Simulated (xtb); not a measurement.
C₄H₁₀BN, SMILES CNB1CCC1. All values are semi-empirical tight-binding results from xtb (GFN2-xTB unless named), good for trends rather than for accurate numbers. Geometry: GFN2-xTB. The structure was generated by enumeration, and PubChem lists no compound with its InChIKey, so it may never have been made. The values are those of a single conformer.

```yaml
point_group_as_xtb_finds_it: Cs
orbital_gap: 5.53 eV
dipole_moment: 2.13 D
zero_point_energy: 87.1 kcal/mol
G − E(el) at 298.15 K (modified RRHO): 67.6 kcal/mol
static polarisability (D4 model): 66.4 bohr³
solvation energy, GFN2-xTB/ALPB(water): -2.3 kcal/mol
solvation energy, GFN2-xTB/ALPB(acetone): -6.4 kcal/mol
```

Q: Give the IR lines (harmonic; lines under 4 % of the strongest left out, lines within 3 cm⁻¹ merged). (The exact figures need the calculation; the answer reports its results.)

A: ν (cm⁻¹): 589 (w), 698 (m), 760 (w), 916 (m), 1019 (w), 1085 (w), 1122 (m), 1331 (m), 1409 (w), 1484 (w), 1544 (vs), 2942 (w), 2964 (m), 2991 (w), 2996 (vs), 3003 (m), 3046 (w) (against the strongest line: vs over 80 %, s over 45 %, m over 15 %, w over 4 %, vw less)
